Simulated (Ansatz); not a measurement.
A run for Ansatz (a first-principles code): U-PBE/aug-cc-pV(T+d)Z on BeClF (SMILES [F][Be][Cl]), a point of a bond scan (R = 4.887 Å). Files ending in .json are basis or fitting sets from the Basis Set Exchange.

Ansatz 0.2 input:
```yaml
crystal:
  periodic: [false, false, false]
  atoms:
    - {symbol: Be, position_ang: [-0.00000000, -0.00000000, -0.61301342]}
    - {symbol: F, position_ang: [-0.00000000, -0.00000000, -1.98830246]}
    - {symbol: Cl, position_ang: [0.00000000, 0.00000000, 4.27366957]}
basis:
  gaussian:
    orbitals: aug-cc-pV_T+d_Z.json
hamiltonian:
  xc: {name: PBE}
magnetization: {spin_polarized: true, initial_magnetization: 0}
```

It printed:

```
WARN ansatz: RAYON_NUM_THREADS=1 ignored (pool sized by the plan → 1); use --threads N
Functional definition: PBE
integrals: 0.04 GiB planned
770 factors; their error is unknown
mean field: 0.46 GiB planned
mean field evaluation 1: about -15625.5767 eV, gradient 3.5e1 eV
mean field evaluation 2: about -15371.2853 eV, gradient 1.1e2 eV
mean field evaluation 4: about -15613.4282 eV, gradient 3.4e1 eV
mean field evaluation 8: about -15632.7705 eV, gradient 1.2e-1 eV
mean field evaluation 16: about -15632.7671 eV, gradient 1.5e0 eV
mean field evaluation 32: about -15633.1744 eV, gradient 2.2e-5 eV
mean field evaluation 64: about -15632.7367 eV, gradient 2.6e0 eV
mean field evaluation 96: about -15632.7813 eV, gradient 2.9e-4 eV
mean field evaluation 128: about -15629.8942 eV, gradient 1.4e1 eV
mean field -15633.17436105 eV, -574.5085612223 hartree, gradient 6.3e-6 eV, S^2 0.711017; 13 other end points of the search recorded, 0 dependent functions left out
reference -15633.17442219 eV, -574.5085634693 hartree; 15, 15 occupied and 132, 132 virtual orbitals, 770 factors
Total energy: -15633.17442219 eV, -574.5085634693 hartree
```

The run converged. Its determinant has ⟨S²⟩ = 0.71, a mixture of spin states.

Cost: about 50 core-seconds (a rough figure).
